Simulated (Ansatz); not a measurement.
Computed with Ansatz.

`[Cl][Sn]([Cl])([Cl])[SeH]`. The species carries charge 0 and has multiplicity 1. Sn: def2 effective core potential. The structure was optimised at the PBE0-D4/def2-TZVP level. It is one conformer, not always the lowest.

```xyz
6

Cl    1.176    1.855   -0.967
Sn   -0.316    0.345   -0.072
Cl   -1.889    1.510    1.134
Cl   -1.367   -0.640   -1.869
Se    0.771   -1.309    1.443
H     1.624   -1.760    0.332
```

What is the dipole moment at r2SCAN/def2-TZVPP? (Estimate.)

The calculation gave: 2.07 D, with components (1.21, -1.50, 0.75) D in this frame, pointing from negative to positive charge.

And with PBE, B3LYP, ωB97M-V? (Best estimate.)

The calculation gave: PBE 2.03 D, B3LYP 2.10 D, ωB97M-V 2.06 D.

Give the Mulliken charges with r2SCAN, ωB97M-V, B3LYP in def2-TZVPP. (An estimate is asked.)

The calculation gave: 
```csv
atom,r2SCAN,ωB97M-V,B3LYP
Cl1,-0.31,-0.28,-0.31
Sn2,1.06,0.92,1.05
Cl3,-0.32,-0.28,-0.31
Cl4,-0.31,-0.28,-0.31
Se5,-0.20,-0.18,-0.19
H6,0.09,0.10,0.08
```

B3LYP here is the variant with VWN-RPA as its local correlation; programs differ in this.
